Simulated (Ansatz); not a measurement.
Consider the formal exchange of groups at a Te–Si bond: `C[Te][SiH2][SiH3]` + `O[SiH3]` → `C[Te][SiH2]O` + `[SiH3][SiH3]`.

Computed with Ansatz on PBE0-D4/def2-TZVP structures; ΔE is electronic, products minus reactants. CCSD(T)/CBS is the MP2 limit (def2-TZVPP, def2-QZVPP) plus CCSD(T) − MP2 in def2-TZVPP, frozen cores. Functionals use def2-TZVPP. B3LYP here is the variant with VWN-RPA as its local correlation; programs differ in this. Elements past krypton have def2 core potentials. For Te outer-core shells are correlated without core-valence functions, which leaves a few kJ/mol of doubt a bond. Each species was taken in one conformer, which may not be the lowest.

`C[Te][SiH2][SiH3]`:

Z-matrix (Å, degrees):
```
C
Te 1 2.150
H 1 1.087 2 109.6
H 1 1.089 2 106.4 3 -118.8
H 1 1.087 2 110.0 3 122.3
Si 2 2.491 1 94.6 3 -61.5
Si 6 2.337 2 110.0 1 -63.0
H 6 1.488 2 105.7 1 177.5
H 6 1.490 2 110.7 1 59.9
H 7 1.489 6 109.5 2 53.4
H 7 1.489 6 112.0 2 173.5
H 7 1.486 6 109.2 2 -65.4
```

`O[SiH3]`:

```xyz
6

O     0.415    0.525    1.093
Si   -0.018   -0.040   -0.393
H     0.020    0.111    1.861
H     0.328   -1.478   -0.557
H     0.736    0.774   -1.372
H    -1.481    0.108   -0.632
```

`C[Te][SiH2]O`:

Cartesian coordinates in Å:
```
C 0.320 0.662 1.784
Te -1.521 -0.111 0.985
Si -0.630 -0.341 -1.304
O 0.589 -1.453 -1.322
H 0.558 1.610 1.305
H 1.112 -0.066 1.625
H 0.161 0.814 2.850
H -0.091 0.958 -1.797
H -1.779 -0.753 -2.152
H 1.280 -1.320 -1.974
```

`[SiH3][SiH3]`:

```xyz
8

Si   -0.175    1.139    0.198
Si    0.175   -1.139   -0.198
H    -1.180    1.326    1.279
H     1.096    1.792    0.611
H    -0.673    1.806   -1.035
H    -1.097   -1.792   -0.608
H     0.676   -1.805    1.034
H     1.177   -1.326   -1.281
```

Is it downhill or uphill in electronic energy at CCSD(T)/CBS, and by how much? (An estimate is asked.)

Computed: Uphill: ΔE = +0.05 eV.

What do these levels give: r2SCAN-D4, ωB97M-V, B2PLYP, B3LYP, HF/def2-QZVPP, HF/CBS(def2)? (An estimate is asked.)

Computed: r2SCAN-D4 0.01, ωB97M-V 0.02, B2PLYP 0.02, B3LYP 0.00, HF/def2-QZVPP 0.03, HF/CBS(def2) 0.02 eV.

Largest T1 diagnostic among the species: 0.013.

The D4 term adds +0.04 eV with B3LYP and +0.02 eV with PBE0; it sums over pairs of atoms, weighted by their polarisabilities, and B3LYP, whose exchange is more repulsive, gets the larger term.
